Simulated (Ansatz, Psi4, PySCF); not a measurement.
triplet silylene (H₂Si), triplet, at a GFN2-xTB geometry. Base run: PBE/def2-SVPD (PySCF).

The PySCF input:
```python
from pyscf import gto, scf, dft

mol = gto.M(
    atom='''
Si   -0.006391   -0.001951    0.085235
H     0.045667    1.283842   -0.567511
H     0.043812   -1.256535   -0.625785
''',
    basis='def2-svpd',
    charge=0,
    spin=2,
    verbose=4,
)

mf = dft.UKS(mol)
mf.xc = 'pbe'
mf.kernel()
```

The same geometry, method and basis name were run in Ansatz (an electronic-structure program) and Psi4 and PySCF, at each program's defaults and at the settings that a row names. The base is PySCF at its defaults. Differences at the defaults can come from grids, fitting, cores and function types together.

```csv
code and settings,ΔE vs base (µEh),basis functions,E (Eh),SCF cycles,dipole (D)
"PySCF, defaults (exact integrals, its default grid, spherical functions)",0.0,40,-290.32936,8,0.09
"Psi4, defaults (density fitting with its default set, its default grid, spherical functions)",-46.9,40,-290.32940,7,0.09
"Ansatz, defaults (factorised integrals, its default grid, spherical functions)",-0.5,40,-290.32936,-,-
"PySCF, density fitting with def2-universal-jkfit",-46.1,40,-290.32940,8,0.09
"PySCF, fine grid",0.0,40,-290.32936,8,0.09
"Psi4, exact integrals, spherical functions, fine grid",0.0,40,-290.32936,9,0.09
"Ansatz, high accuracy",0.0,40,-290.32936,-,-
```

Open shells are given as the SCF converged; they aren't shown to be the lowest states, and a large step between rows can be another state.
